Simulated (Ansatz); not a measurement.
Basis-set series for C3H9FNO2Ta (`C[O][Ta](=[O])([F])[N](C)C`). Charge 0, multiplicity 1. Ta: def2 effective core potential. The geometry is a stationary point of PBE0-D4/def2-TZVP. It is one conformer, not always the lowest.

| atom | x (Å) | y (Å) | z (Å) |
| --- | --- | --- | --- |
| C1 | -2.264 | -1.354 | -1.740 |
| O2 | -1.128 | -0.559 | -1.539 |
| Ta3 | -0.439 | 0.998 | -0.714 |
| O4 | -1.686 | 1.863 | 0.101 |
| F5 | 0.427 | 2.090 | -2.007 |
| N6 | 0.836 | 0.473 | 0.695 |
| C7 | 0.806 | 0.790 | 2.106 |
| C8 | 1.955 | -0.376 | 0.335 |
| H9 | -2.407 | -1.521 | -2.811 |
| H10 | -2.129 | -2.323 | -1.251 |
| H11 | -3.159 | -0.874 | -1.333 |
| H12 | 0.745 | -0.124 | 2.711 |
| H13 | -0.056 | 1.415 | 2.336 |
| H14 | 1.716 | 1.326 | 2.405 |
| H15 | 1.923 | -1.327 | 0.882 |
| H16 | 2.911 | 0.115 | 0.557 |
| H17 | 1.949 | -0.613 | -0.734 |

```csv
functional,basis,functions,energy (Eh),HOMO (eV),LUMO (eV)
PBE0-D4,def2-SVP,175,-481.22686,-7.03,-0.31
PBE0-D4,def2-TZVPP,399,-481.74244,-7.09,-0.30
ωB97M-V,def2-SVP,175,-481.43314,-9.29,1.51
ωB97M-V,def2-TZVPP,399,-481.96676,-9.35,1.24
```

(1) Give the rows for def2-QZVPP. (Best estimate.)

Results:

(1) Computed: 
```
functional       basis  functions  energy (Eh)  HOMO (eV)  LUMO (eV)
   PBE0-D4  def2-QZVPP        750   -481.76644      -7.11      -0.37
   ωB97M-V  def2-QZVPP        750   -481.98970      -9.37       0.80
```

Positive LUMOs are unbound and depend on the basis.
